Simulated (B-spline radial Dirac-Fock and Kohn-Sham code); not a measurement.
## Binding energies of Sm⁴⁺ at several levels of theory

System: Sm⁴⁺, [Xe] 4f4.

The density-functional columns are spherical, spin-unpolarised Dirac-Kohn-Sham results without Breit or QED terms: −ε is minus the orbital energy of the initial state and ΔSCF the difference of two total energies. The reference in the last column comes from relaxed Dirac-Fock hole states (ΔSCF) with Breit and QED corrections and a finite nucleus. All numbers are from an atomic code on a B-spline grid, in eV; a selection of levels is shown. For the 1s level of heavy atoms much of the gap between ΔSCF and the reference is the Breit and QED part, -194.3 eV here; for other levels the error of the functional can be larger.

| level | PBE −ε | PBE ΔSCF | LDA −ε | LDA ΔSCF | Dirac-Fock |
| --- | --- | --- | --- | --- | --- |
| K (1s) | 46677.5 | 47120.7 | 46632.4 | 47074.3 | 46892.9 |
| L1 (2s) | 7668.3 | 7750.3 | 7662.3 | 7744.5 | 7803.9 |
| L2 (2p1/2) | 7271.4 | 7374.5 | 7268.9 | 7372.1 | 7373.8 |
| L3 (2p3/2) | 6668.6 | 6762.2 | 6666.9 | 6760.6 | 6778.2 |
| M1 (3s) | 1722.9 | 1750.2 | 1721.2 | 1748.6 | 1793.1 |
| M2 (3p1/2) | 1552.0 | 1580.7 | 1551.4 | 1580.1 | 1608.9 |
| M3 (3p3/2) | 1430.0 | 1457.1 | 1429.6 | 1456.8 | 1486.2 |
| M4 (3d3/2) | 1133.5 | 1164.7 | 1133.7 | 1165.0 | 1170.3 |
| M5 (3d5/2) | 1107.0 | 1137.7 | 1107.3 | 1137.9 | 1144.4 |
| N1 (4s) | 384.6 | 397.9 | 383.8 | 397.1 | 418.7 |
| N2 (4p1/2) | 318.9 | 332.0 | 318.6 | 331.7 | 346.2 |
| N3 (4p3/2) | 291.8 | 304.5 | 291.4 | 304.1 | 319.0 |
| N4 (4d3/2) | 183.5 | 195.7 | 183.5 | 195.8 | 197.8 |
| N5 (4d5/2) | 178.6 | 190.7 | 178.6 | 190.8 | 193.0 |
| N6,7 (4f) | 51.81 | 62.47 | 52.18 | 62.85 | 59.52 |
| O1 (5s) | 86.99 | 94.71 | 87.25 | 95.00 | 97.44 |
| O2 (5p1/2) | 67.92 | 75.13 | 68.19 | 75.43 | 73.77 |
| O3 (5p3/2) | 63.58 | 70.52 | 63.78 | 70.75 | 69.35 |

**Question.** Order the estimates of the K (1s) level by their distance from the Dirac-Fock value, nearest first.
A. PBE −ε
B. LDA ΔSCF
C. LDA −ε
D. PBE ΔSCF

**Answer.** B (181.4 eV), A (215.4 eV), D (227.8 eV), C (260.4 eV).

Values without a named source are computed, but for edge energies of neutral atoms, which are taken from tables.
